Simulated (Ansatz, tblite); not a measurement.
Spin states of the cluster GeO2⁻, each relaxed with PBE-D4/def2-TZVPD in Ansatz. Electronic energies in the gas phase.

The 6-31G sets use Cartesian d functions. The xTB rows come from tblite. B3LYP takes the VWN-RPA correlation. Correlated methods freeze 11 core orbitals; core or outer-core shells of Ge are correlated, in sets that lack core-valence functions. In CCSD on the charge -1 quartet the largest single amplitude is 0.23, so its Hartree–Fock determinant may place the open shell otherwise than the density functionals do. The structure comes from a short search, and lower isomers may exist.

Doublet geometry (C2v within 0.1 Å):

```csv
atom,x (Å),y (Å),z (Å)
Ge1,-0.1150,0.3388,0.2989
O2,1.5754,0.1013,0.1274
O3,-1.4605,-0.4401,-0.4263
```

Quartet geometry (C2v within 0.1 Å):

```xyz
3

Ge    0.197    0.347   -0.648
O    -0.247    1.072    0.945
O     0.050   -1.419   -0.298
```

⟨S²⟩: doublet 0.76 at PBE0-D4/def2-TZVPD (pure 0.75), quartet 3.77 at PBE0-D4/def2-TZVPD (pure 3.75).

Run but left out: HF/6-31G, HF/def2-TZVPD, HF/def2-TZVPPD, MP2/def2-TZVPD, MP2/def2-TZVPPD (quartet: a determinant that CCSD turns far, T1 0.059).

Only these spin states were relaxed.

```
                level  quartet − doublet (kJ/mol)  lowest of these                    remarks
 r2SCAN-D4/def2-TZVPD                       313.9          doublet  HOMO above zero (quartet)
  B3LYP-D4/def2-TZVPD                       323.0          doublet  HOMO above zero (quartet)
   PBE0-D4/def2-TZVPD                       318.0          doublet  HOMO above zero (quartet)
r2SCAN0-D4/def2-TZVPD                       296.4          doublet  HOMO above zero (quartet)
   ωB97M-V/def2-TZVPD                       341.5          doublet                          –
  PBE-QIDH/def2-TZVPD                       362.1          doublet                          –
   RPA@PBE/def2-TZVPD                       310.5          doublet                          –
```

(1) Estimate the rows for GFN1-xTB, GFN2-xTB, PBE-D4/def2-TZVPD, B3LYP-D4/6-31G, CCSD/def2-TZVPPD, CCSD(T)/def2-TZVPPD.

Results:

(1) 
```tsv
level	quartet − doublet (kJ/mol)	lowest of these	remarks
GFN1-xTB	478.1	doublet	–
GFN2-xTB	546.4	doublet	–
PBE-D4/def2-TZVPD	326.9	doublet	HOMO above zero (doublet), HOMO above zero (quartet)
B3LYP-D4/6-31G	286.7	doublet	HOMO above zero (quartet)
CCSD/def2-TZVPPD	326.0	doublet	large T1 (0.059) (quartet)
CCSD(T)/def2-TZVPPD	352.9	doublet	large T1 (0.059) (quartet)
```

The xTB methods have no term that favours high spin, so they put low spin too low.
